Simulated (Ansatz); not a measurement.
`O[SiH](F)I` + `[Cl][Ge][Br]` → `F[SiH](Cl)I` + `[OH][Ge][Br]` at 500 K and 1 bar (redistribution).

Program: Ansatz. Geometries: PBE0-D4/def2-TZVP. ΔE: electronic, gas phase. CCSD(T)/CBS is the MP2 limit (def2-TZVPP, def2-QZVPP) plus CCSD(T) − MP2 in def2-TZVPP, frozen cores. Elements past krypton have def2 core potentials. For Br, Ge, I outer-core shells are correlated without core-valence functions, which leaves a few kJ/mol of doubt a bond. Scalar relativity is left out up to krypton. One conformer a species, not always the lowest.

```csv
species,CCSD(T)/CBS energy (Eh),H − E (kJ/mol),S (J/(mol·K))
`O[SiH](F)I`,-762.85028,106.4,375.6
`[Cl][Ge][Br]`,-5109.28758,29.8,341.7
`F[SiH](Cl)I`,-1146.84711,70.9,374.4
`[OH][Ge][Br]`,-4725.27533,64.5,337.5
```

H − E and S are ideal-gas, rigid-rotor, harmonic terms from PBE0-D4/def2-TZVP, for one conformer and one mirror image of each species. 1 Eh = 2625.50 kJ/mol, R = 8.31446 J/(mol·K).

By hand: ΔE, ΔH, ΔS and ΔG.

ΔE = (-1146.84711) + (-4725.27533) − (-762.85028) − (-5109.28758) = 0.01542 Eh = 40.5 kJ/mol. Δ(H − E) = 70.9 + 64.5 − 106.4 − 29.8 = -0.8, so ΔH = 39.7 kJ/mol. ΔS = 374.4 + 337.5 − 375.6 − 341.7 = -5.4 J/(mol·K). ΔG = 39.7 − 500 × (-5.4)/1000 = 42.4 kJ/mol.

By hand: the equilibrium constant, and the temperature at which ΔG would vanish if ΔH and ΔS stayed fixed.

log₁₀ K = −ΔG/(RT ln 10) = -4.4. ΔH and −TΔS have one sign here, so there is no such temperature. One of them is within its doubt of zero, so this could turn.

The number of gas molecules stays the same, so ΔS is small and ΔH decides. A doubt of 5 kJ/mol in ΔE shifts log₁₀ K by 0.5 here. Other conformers and mirror images would add mixing entropy, several J/(mol·K) or more a flexible species. These are equilibria of isolated gas molecules and say nothing of rates. Largest T1 diagnostic: 0.013 (customary marks: 0.02 for closed shells, 0.045 for open ones).
